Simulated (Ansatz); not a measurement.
Basis-set extrapolation for `C[SiH]1C=N1` (PBE0-D4/def2-TZVP geometry, frozen core, the Gaussian-basis code of Ansatz). Multiplicity 1, RHF reference.

```
                      def2-TZVPP   def2-QZVPP
                 HF  -422.040852  -422.056278
    MP2 correlation    -0.645988    -0.689278
CCSD(T) correlation    -0.709708      not run
```

Energies in hartree. Use E(X) = E(∞) + A·exp(−7.88·√X) for Hartree–Fock and E(X) = E(∞) + B·X^(−2.97) for correlation, with X = 3 and 4, and add CCSD(T) minus MP2 of the smaller set to the MP2 limit.

Task: What is the CCSD(T) energy at the basis-set limit?

Result: HF limit: -422.056278 + (-0.015426) × 0.13774 = -422.05840. MP2 limit: -0.689278 + (-0.043290) × 0.74074 = -0.72134. Higher-order term: -0.709708 − (-0.645988) = -0.06372. Total: -422.84346 hartree, 2.53 eV below CCSD(T)/def2-TZVPP.
